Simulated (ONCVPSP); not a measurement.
**Er: ONCV pseudisation with PBE, scalar-relativistic reference atom.**

Input for ONCVPSP 4.0.1:

```
# ATOM AND REFERENCE CONFIGURATION
# atsym  z   nc   nv     iexc    psfile
  Er 68.00    9    4        4      upf
#
#   n    l    f
    1    0    2.00
    2    0    2.00
    2    1    6.00
    3    0    2.00
    3    1    6.00
    3    2   10.00
    4    0    2.00
    4    1    6.00
    4    2   10.00
    4    3   12.00
    5    0    2.00
    5    1    6.00
    6    0    2.00
#
# PSEUDOPOTENTIAL AND OPTIMIZATION
# lmax
    3
#
#   l,   rc,      ep,       ncon, nbas, qcut
    0    1.85    0.00    3    7    5.10
    1    1.45    0.00    5    9    6.10
    2    2.00    0.29    4    9    4.50
    3    0.75    0.00    4    9   21.90
#
# LOCAL POTENTIAL
# lloc, lpopt,  rc(5),   dvloc0
    3    5    0.75    0.00
#
# VANDERBILT-KLEINMAN-BYLANDER PROJECTORs
# l, nproj, debl
    0    2    3.50
    1    2    3.00
    2    3    3.50
    3    0    2.60
#
# MODEL CORE CHARGE
# icmod, fcfact, rcfact
    0    0.00    0.00
#
# LOG DERIVATIVE ANALYSIS
# epsh1, epsh2, depsh
   -3.00    5.00    0.02
#
# OUTPUT GRID
# rlmax, drl
    6.00    0.01
#
# TEST CONFIGURATIONS
# ncnf
    4
# nvcnf
#   n    l    f
    4
    4    3   12.00
    5    0    2.00
    5    1    6.00
    6    0    1.00
#
    4
    4    3   12.00
    5    0    2.00
    5    1    6.00
    6    0    0.00
#
    4
    4    3   11.00
    5    0    2.00
    5    1    6.00
    6    0    0.00
#
    5
    4    3   11.00
    5    0    2.00
    5    1    6.00
    6    0    2.00
    5    2    1.00
#
```

Command:

```bash
oncvpsp.x < Er.dat > Er.out
```

Resulting log (shortened: citation, most of the input echo, consistency checks and plot data are left out):

```
ONCVPSP  (Optimized Norm-Conservinng Vanderbilt PSeudopotential)
scalar-relativistic version 4.0.1

#   n    l    f        energy (Ha)
    1    0    2.00    -2.1085700E+03
    2    0    2.00    -3.5422781E+02
    2    1    6.00    -3.1327089E+02
    3    0    2.00    -7.9368619E+01
    3    1    6.00    -6.6912222E+01
    3    2   10.00    -5.1332466E+01
    4    0    2.00    -1.5655450E+01
    4    1    6.00    -1.1559801E+01
    4    2   10.00    -6.0764935E+00
    4    3   12.00    -1.1525825E-01
    5    0    2.00    -1.9058635E+00
    5    1    6.00    -9.6958197E-01
    6    0    2.00    -1.4079523E-01

Reference configufation results
  iterations    36
  all-electron total energy (Ha)   -1.30863697D+04

Begin loop to  construct optimized pseudo wave functions
and semi-local pseudopoentials for all angular momenta

Calculating optimized projector #   1

 for l=   0

    Fraction of norm inside rc  0.911374
    Optimizing pswf for qcut=   5.09 a_B^-1,  ecut=  12.95 Ha
    Residual kinetic energy error=  1.33D-04 Ha

    Energy error per electron        Cutoff
         Ha          eV             Ha
         0.01000     0.27211        7.00
         0.00100     0.02721       10.50
         0.00010     0.00272       15.11
         0.00001     0.00027       57.28

Calculating optimized projector #   2

 for l=   0

    Fraction of norm inside rc  0.037945
    Optimizing pswf for qcut=   5.09 a_B^-1,  ecut=  12.95 Ha
    Residual kinetic energy error=  6.42D-05 Ha

    Energy error per electron        Cutoff
         Ha          eV             Ha
         0.01000     0.27211        2.85
         0.00100     0.02721        9.21
         0.00010     0.00272       12.36
         0.00001     0.00027       29.41

   Wellstate for l =  1  n =  7
     eigenvalue =   2.0304
     asymptotic potential =   2.5304
     half-point radius =  3.4887

Calculating optimized projector #   1

 for l=   1

    Fraction of norm inside rc  0.522231
    Optimizing pswf for qcut=   6.09 a_B^-1,  ecut=  18.55 Ha
    Residual kinetic energy error=  3.57D-03 Ha

    Energy error per electron        Cutoff
         Ha          eV             Ha
         0.01000     0.27211       15.39
         0.00100     0.02721       37.27
         0.00010     0.00272      109.85
         0.00001     0.00027      126.87

Calculating optimized projector #   2

 for l=   1

    Fraction of norm inside rc  0.071191
    Optimizing pswf for qcut=   6.09 a_B^-1,  ecut=  18.55 Ha
    Residual kinetic energy error=  2.63D-03 Ha

    Energy error per electron        Cutoff
         Ha          eV             Ha
         0.01000     0.27211       14.00
         0.00100     0.02721       22.63
         0.00010     0.00272       88.11
         0.00001     0.00027      154.30

WARNING wellstate: moderately localized bound state found for n= 5 l=  2
WARNING scattering state with energy  0.05000000
WARNING will be used for the first projector

   Wellstate for l =  2  n =  5
     eigenvalue =   0.0500
     asymptotic potential =   0.5500
     half-point radius =  3.7998

   Wellstate for l =  2  n =  7
     eigenvalue =   3.5500
     asymptotic potential =   4.0500
     half-point radius =  3.2356

   Wellstate for l =  2  n =  9
     eigenvalue =   7.0500
     asymptotic potential =   7.5500
     half-point radius =  3.6845

Calculating optimized projector #   1

 for l=   2

    Fraction of norm inside rc  0.423520
    Optimizing pswf for qcut=   4.50 a_B^-1,  ecut=  10.12 Ha
    Residual kinetic energy error=  4.88D-04 Ha

    Energy error per electron        Cutoff
         Ha          eV             Ha
         0.01000     0.27211        6.89
         0.00100     0.02721        9.37
         0.00010     0.00272       17.25
         0.00001     0.00027       67.67

Calculating optimized projector #   2

 for l=   2

    Fraction of norm inside rc  0.159542
    Optimizing pswf for qcut=   4.50 a_B^-1,  ecut=  10.12 Ha
    Residual kinetic energy error=  4.66D-03 Ha

    Energy error per electron        Cutoff
         Ha          eV             Ha
         0.01000     0.27211        9.49
         0.00100     0.02721       11.74
         0.00010     0.00272       24.69
         0.00001     0.00027       51.48

Calculating optimized projector #   3

 for l=   2

    Fraction of norm inside rc  0.106744
    Optimizing pswf for qcut=   4.50 a_B^-1,  ecut=  10.12 Ha
    Residual kinetic energy error=  1.86D-01 Ha

    Energy error per electron        Cutoff
         Ha          eV             Ha
         0.01000     0.27211       12.31
         0.00100     0.02721       14.76
         0.00010     0.00272       31.55
         0.00001     0.00027       76.18

Calculating optimized projector #   1

 for l=   3

    Fraction of norm inside rc  0.553782
    Optimizing pswf for qcut=  21.88 a_B^-1,  ecut= 239.32 Ha
    Residual kinetic energy error=  1.66D-04 Ha

    Energy error per electron        Cutoff
         Ha          eV             Ha
         0.01000     0.27211      182.06
         0.00100     0.02721      208.73
         0.00010     0.00272      683.71

Construct Vanderbilt / Kleinmman-Bylander projectors

B matrix Hermiticity error, ll=   0
   1   2    1.5030E-04

  Orthonormal projector coefficients  4.2129E+01  1.3679E+00

B matrix Hermiticity error, ll=   1
   1   2   -3.6293E-04

  Orthonormal projector coefficients  2.8311E+01  2.1424E+00

B matrix Hermiticity error, ll=   2
   1   2   -2.7020E-04
   1   3   -2.5268E-04
   2   3   -3.1202E-04

  Orthonormal projector coefficients  2.1355E+01  2.2105E+00  3.4691E-01

Pseudoatom total energy -191.549973

Diagnostic tests using Vanderbilt-Kleinman-Bylander pseudopotentials
  1 or more projectors used as specified by nproj input data

   l    rcore       rmatch      e in        delta e   norm test  slope test

   0   1.8520939   1.9083275  -1.9058635   0.0000020   0.9990263   0.9990253
   0   1.8520939   1.9083275  -0.1407952   0.0000022   1.0000324   1.0000263

   1   1.4579539   1.5022205  -0.9695820  -0.0000096   1.0001072   1.0001370
   1   1.4579539   1.5022205   2.0304180   0.0000065   1.0004721   1.0004721

   2   2.0018741   2.0626553   0.0500000   0.0000068   1.0001235   1.0001235
   2   2.0018741   2.0626553   3.5500000   0.0000864   1.0002991   1.0002991
   2   2.0018741   2.0626553   7.0500000   0.0000720   1.0004698   1.0004698

   3   0.7505298   0.7733175  -0.1152583   0.0002316   1.0000510   0.9998321

 Testing for bound ghosts
   n   l    E NL Schr. Eq   E Basis Diag.   E Cutoff

       0                      -40.485869     55.35  WARNING - GHOST(-)
   1   0       -1.905861       -1.902660     55.35
       0                       -1.838820     55.35  WARNING - GHOST(-)
   2   0       -0.140793       -0.067094     55.35

       1                      -23.522520    185.50  WARNING - GHOST(-)
   2   1       -0.969592       -0.968005    185.50

       2                       -1.157089    138.04  WARNING - GHOST(-)
   3   2       -0.033602       -0.005067    138.04

 Testing for highly-localized positive-energy ghosts
       l    <radius>/rc     E Basis Diag.   E Cutoff

Test configuration 0

   n   l     f        eae           eps        diff
   1   0  2.0000-2108.56997619
   2   0  2.0000 -354.22780503
   2   1  6.0000 -313.27089243
   3   0  2.0000  -79.36861949
   3   1  6.0000  -66.91222212
   3   2 10.0000  -51.33246577
   4   0  2.0000  -15.65544984
   4   1  6.0000  -11.55980146
   4   2 10.0000   -6.07649350
   4   3 12.0000   -0.11525825   -0.11502664    2.32D-04
   5   0  2.0000   -1.90586348   -1.90586146    2.02D-06
   5   1  6.0000   -0.96958197   -0.96959160   -9.63D-06
   6   0  2.0000   -0.14079523   -0.14079308    2.15D-06

    Total energies and differences
      AE_ref= -1.30863697D+04  AE_tst= -1.30863697D+04  dif=  0.00D+00
      PS_ref= -1.91549973D+02  PS_tst= -1.91549973D+02  dif= -3.07D-12
      PSP excitation error=  3.07D-12

Test configuration 1

psatom: WARNING lschvkbb convergence error n,l,iter=   4   3   9
ea(ii),et,emin,emax -1.328684E-01 -1.461553E-01 -1.461553E-01 -1.461553E-01
run_config: WARNING for fully non-local PS atom, stg. 1
 WARNING no output for configuration 2

Test configuration 2

psatom: WARNING lschvkbb convergence error n,l,iter=   4   3   7
ea(ii),et,emin,emax -1.427965E-01 -1.570762E-01 -1.570762E-01 -1.570762E-01
run_config: WARNING for fully non-local PS atom, stg. 1
 WARNING no output for configuration 3

Test configuration 3

psatom: WARNING lschvkbb convergence error n,l,iter=   4   3   3
ea(ii),et,emin,emax -1.150266E-01 -1.265293E-01 -1.265293E-01 -1.265293E-01
run_config: WARNING for fully non-local PS atom, stg. 1
 WARNING no output for configuration 4

Test configuration 4

psatom: WARNING lschvkbb convergence error n,l,iter=   4   3   5
ea(ii),et,emin,emax -1.269834E-01 -1.396817E-01 -1.396817E-01 -1.396817E-01
run_config: WARNING for fully non-local PS atom, stg. 1
 WARNING no output for configuration 5
```

Note: ghosts flagged at negative energy: s at -1101.7 eV, s at -50.0 eV, p at -640.1 eV, d at -31.5 eV; no localised positive-energy state flagged. A true bound ghost makes a file unfit for plane-wave use.

The run took about 3.4 s on one core of a shared server CPU.
